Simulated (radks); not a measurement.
The numbers below are computed, except where a source is named.
Spherical quantum dot in the effective-mass picture: electrons in a well V = -V0 / (1 + exp((r - R)/a)) with V0 = 53.2, R = 1.32, a = 0.15, with a point charge +2 (a donor) at the centre, all in effective atomic units (hartree* = m*/eps^2 hartree, bohr* = eps/m* bohr), one dielectric constant everywhere. Level of theory: non-relativistic Kohn-Sham, LDA (Slater exchange, Perdew-Wang correlation), spin-polarised, spherical densities (a radial shooting solver with Libxc functionals). Levels are named by radial order and angular momentum (1s, 1p, 1d, 2s, ...), and open shells are averaged over m. Results are scaled to m* = 0.39 and eps = 12.7, for which hartree* = 65.8 meV and bohr* = 1.723 nm. At N = 10 the configuration is 1s2 1p6 1d(up 2, down 0). Does electron 11 go into 1d up or 2s up or 2s down?

Answer. Into 1d up. The total energies of the other choices lie higher by 5.99 meV (2s up), 11.8 meV (2s down).
